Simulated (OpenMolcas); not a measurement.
Computed levels of 3d⁶ in ions with 24 electrons, in cm-1 above ⁵D₄.

* Program: OpenMolcas 26.06
* Method: CASSCF
* Basis: ANO-RCC-VTZP
* Scalar Hamiltonian: DKH2, point nucleus
* Spin-orbit coupling: state interaction with AMFI integrals over the reference wave functions, term energies averaged over their components

Active space for each ion: 6 electrons in 5 orbitals (3d).

| Level | Fe2+ | Co3+ | Cu5+ |
| --- | --- | --- | --- |
| ⁵D₃ | 435 | 654 | 1141 |
| ⁵D₂ | 745 | 1112 | 1919 |
| ⁵D₁ | 946 | 1407 | 2415 |
| ⁵D₀ | 1045 | 1551 | 2658 |
| ³H₆ | 22496 | 25851 | 32669 |
| ³H₅ | 22726 | 26181 | 33207 |
| ³H₄ | 22900 | 26421 | 33556 |
| ³P₂(1) | 24638 | 28190 | 35422 |
| ³F₄(1) | 25774 | 29562 | 37254 |

Problem. Estimate ⁵D₀, ³H₆, ³H₅ for Ni4+ from its neighbours Co3+ and Cu5+.

Solution. ⁵D₀ is fine structure, which grows about as the fourth power of a screened charge, so the fourth roots are averaged: ((1551^0.25 + 2658^0.25) / 2)^4 = 2049. The calculation gives 2008, so the estimate is off by +2.0 %; the measured value is 2058 (Corliss and Sugar, J. Phys. Chem. Ref. Data 10, 197 (1981)).
³H₆ is another term, which grows about linearly with the charge: (25851 + 32669) / 2 = 29260. The calculation gives 29514, so the estimate is off by -0.9 %; the measured value is 27111 (Corliss and Sugar, J. Phys. Chem. Ref. Data 10, 197 (1981)).
³H₅ is another term, which grows about linearly with the charge: (26181 + 33207) / 2 = 29694. The calculation gives 29934, so the estimate is off by -0.8 %; the measured value is 27578 (Corliss and Sugar, J. Phys. Chem. Ref. Data 10, 197 (1981)).

Without dynamic correlation excited terms often stand tens of per cent too high (terms of higher spin than the ground term too low), and those without a measured partner can miss by more than the paired ones. Some levels mix across a computed gap that differs much from the measured one, so their mixing is not that of the real levels (holds for Cu5+). Computed and measured levels are paired by configuration, term and J; levels that our copy of the source lacks, or whose pairing is in doubt (as where it misses far off the trend of its configuration), stay unpaired and out of the deviations. Only configurations of the active space appear.

A number in round brackets counts repeated terms of one configuration in the order of the reference energies.
